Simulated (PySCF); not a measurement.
Species: C5H8F3NO.
SMILES with atom numbers: `[CH3:1][NH:2][C:3](=[O:4])[C@H:5]([CH3:6])[C:7]([F:8])([F:9])[F:10]` (hydrogens: H11, H12, H13 on C1; H14 on N2; H15 on C5; H16, H17, H18 on C6)

The same species was optimised twice, with GFN2-xTB and with PBE0-D3(BJ)/def2-SVP (PySCF), and the same property calculations (PySCF, gas phase) were run on both structures.

```tsv
coordinate	GFN2-xTB	PBE0-D3(BJ)/def2-SVP	change
N2–C3 (Å)	1.344	1.356	+0.012
C3–C5 (Å)	1.543	1.532	-0.011
C7–F9 (Å)	1.341	1.334	-0.007
C5–C7 (Å)	1.520	1.513	-0.007
C7–F10 (Å)	1.339	1.333	-0.006
C1–N2 (Å)	1.444	1.439	-0.005
C3=O4 (Å)	1.209	1.214	+0.005
C5–C6 (Å)	1.529	1.526	-0.003
C7–F8 (Å)	1.349	1.350	+0.001
C3–C5–C7 (°)	112.1	113.9	+1.8
F9–C7–F10 (°)	106.7	107.8	+1.1
C6–C5–C7 (°)	110.4	111.5	+1.1
F8–C7–F10 (°)	106.0	107.0	+1.0
C5–C7–F10 (°)	112.9	111.9	-1.0
C5–C7–F8 (°)	113.1	112.1	-1.0
F8–C7–F9 (°)	105.8	106.6	+0.8
C5–C7–F9 (°)	111.8	111.1	-0.7
C1–N2–C3–O4 (°)	-2	-2	0
N2–C3–C5–C6 (°)	68	76	+8
C3–C5–C7–F8 (°)	72	71	-1
```

Rotational constants: A = 2056, B = 923.3, C = 868.5 MHz (GFN2-xTB) against A = 2053, B = 931.1, C = 856.5 MHz (PBE0-D3(BJ)/def2-SVP). Point groups within 0.08 Å: C1 and C1.

On the GFN2-xTB structure: HOMO (eV) -7.64 [PBE0/pcSseg-1]; LUMO (eV) 0.54 [PBE0/pcSseg-1]; dipole (D) 3.16 [PBE0/pcSseg-1]; GIAO shielding of C1 (ppm) 160.4 [PBE0/pcSseg-1]; GIAO shielding of N2 (ppm) 150.4 [PBE0/pcSseg-1]; GIAO shielding of C3 (ppm) 19.5 [PBE0/pcSseg-1]; GIAO shielding of O4 (ppm) -79.1 [PBE0/pcSseg-1]; GIAO shielding of C5 (ppm) 134.3 [PBE0/pcSseg-1]; GIAO shielding of C6 (ppm) 171.4 [PBE0/pcSseg-1]; GIAO shielding of C7 (ppm) 50.9 [PBE0/pcSseg-1]; GIAO shielding of F8/F9/F10 (mean) (ppm) 258.2 [PBE0/pcSseg-1].

What do these properties become on the PBE0-D3(BJ)/def2-SVP structure?

```csv
property,level,on GFN2-xTB,on PBE0-D3(BJ)/def2-SVP,change
HOMO (eV),PBE0/pcSseg-1,-7.64,-7.62,+0.02
LUMO (eV),PBE0/pcSseg-1,0.54,0.48,-0.06
dipole (D),PBE0/pcSseg-1,3.16,2.84,-0.32
"energy, GFN2-xTB geometry as zero (kcal/mol)",PBE0/pcSseg-1,0.0,-0.7,-0.7
GIAO shielding of C1 (ppm),PBE0/pcSseg-1,160.4,159.6,-0.8
GIAO shielding of N2 (ppm),PBE0/pcSseg-1,150.4,147.6,-2.8
GIAO shielding of C3 (ppm),PBE0/pcSseg-1,19.5,16.5,-3.0
GIAO shielding of O4 (ppm),PBE0/pcSseg-1,-79.1,-85.1,-6.0
GIAO shielding of C5 (ppm),PBE0/pcSseg-1,134.3,134.5,+0.2
GIAO shielding of C6 (ppm),PBE0/pcSseg-1,171.4,169.7,-1.7
GIAO shielding of C7 (ppm),PBE0/pcSseg-1,50.9,52.6,+1.7
GIAO shielding of F8/F9/F10 (mean) (ppm),PBE0/pcSseg-1,258.2,262.3,+4.1
```

The heavy atoms differ by 0.057 Å rms after alignment. Among bonds between heavy atoms N2–C3 and C3–C5 change most and about equally (-0.011 to +0.012 Å). Changes are differences of the printed values. Neither structure is proved a minimum here.

Conformer computed: `[CH3:1][NH:2][C:3](=[O:4])[C@H:5]([CH3:6])[C:7]([F:8])([F:9])[F:10]`: C1–N2–C3–O4 -2°, N2–C3–C5–C6 76°, C3–C5–C7–F8 71°.
